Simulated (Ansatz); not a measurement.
Z-matrix (Å, degrees):
```
Si
H 1 1.4832
H 1 1.4832 2 109.47
C 1 1.8570 2 111.55 3 123.95
H 4 1.0918 1 110.71 2 178.78
H 4 1.0918 5 108.46 1 121.66
H 4 1.0935 5 108.43 6 117.55
Cl 1 2.0621 2 107.23 3 -116.02
```
Charge 0, spin multiplicity 1.

Method: frozen-core CCSD(T)/def2-TZVPP // PBE0-D4/def2-TZVP run with Ansatz (a program for electronic structure).

The HF energy is -789.31441 Ha and the MP2 correlation energy comes out as -0.49615 Ha.

Task: Estimate the CCSD correlation energy, the (T) correction, the total energy and the T1 diagnostic.

Result: 
| Item | Result |
|---|---|
| CCSD correlation energy | -0.54332 Ha |
| (T) correction | -0.02036 Ha |
| CCSD(T) total energy | -789.87809 Ha |
| T1 diagnostic | 0.009 |
